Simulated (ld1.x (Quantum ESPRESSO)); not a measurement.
# What one change does to a pseudopotential (fluorine, RRKJ)

```
Element                 : fluorine
Generator               : ld1.x (Quantum ESPRESSO) 7.5
Type                    : norm-conserving RRKJ (Kleinman–Bylander form)
Functional              : Wu–Cohen
Relativity              : scalar-relativistic
Frozen core             : [He]
Valence charge          : 7
Reference configuration : 2s2 2p4.5 (charge +0.5)
Partial waves           : 2s (bound): rc 0.85 bohr; 2p (bound): rc 1.05 bohr
Local potential         : all-electron potential smoothed inside 0.70 bohr (lloc = -1)
Core correction         : Bessel-smoothed model core inside 0.80 bohr
rho0                    : 0.005
```

Change: all radii but the core radius scaled by about 1.05 (s 0.90, p 1.10 bohr); local potential all-electron potential smoothed inside 0.74 bohr (lloc = -1).

Cutoffs: the cutoffs (Ry, on a coarse ladder) from which the occupation-weighted sum of valence levels, in a spherical-Bessel basis at the reference potential, stays within 10 and 1 mRy of its value at 400 Ry; they do not see the model core or the augmentation charge, which bear on the density cutoff. Errors are all-electron minus pseudo energies relative to the spin-unpolarised reference configuration.

**Question.** How do hardness, ghosts and transferability respond?

**Answer.** The potential gets softer (160 Ry and 200 Ry → 140 Ry and 180 Ry); of the 7 tests that both files solve, the error grows in 4 and shrinks in 1 by more than 15 % and 0.3 meV (median size 1.3 → 1.4 meV); neither file shows a bound ghost. A larger radius leaves more room for a smooth pseudo-wave, so fewer plane waves are needed.

| quantity | base | changed |
| --- | --- | --- |
| cutoff, loose | 160 Ry | 140 Ry |
| cutoff, tight | 200 Ry | 180 Ry |
| loose cutoff by channel (10 mRy a level) | s 140 Ry, p 90 Ry | s 140 Ry, p 80 Ry |
| bound ghosts | none | none |
| error for 2s2 2p5, meV [ΔE -7.53 eV] | +0.9 | +1.0 |
| error for 2s2 2p4, meV [ΔE 11.84 eV] | +0.9 | +1.4 |
| error for 2s2 2p3, meV [ΔE 50.22 eV] | +37 | +47 |
| error for 2s2 2p1, meV [ΔE 196.64 eV] | +776 | +947 |
| error for 2s1 2p6, meV [ΔE 11.15 eV] | +21 | +25 |
| error for 2s1 2p5, meV [ΔE 30.81 eV] | +1.3 | -0.7 |
| error for 2s2 2p5.3, meV [ΔE -10.19 eV] | +1.0 | +1.1 |
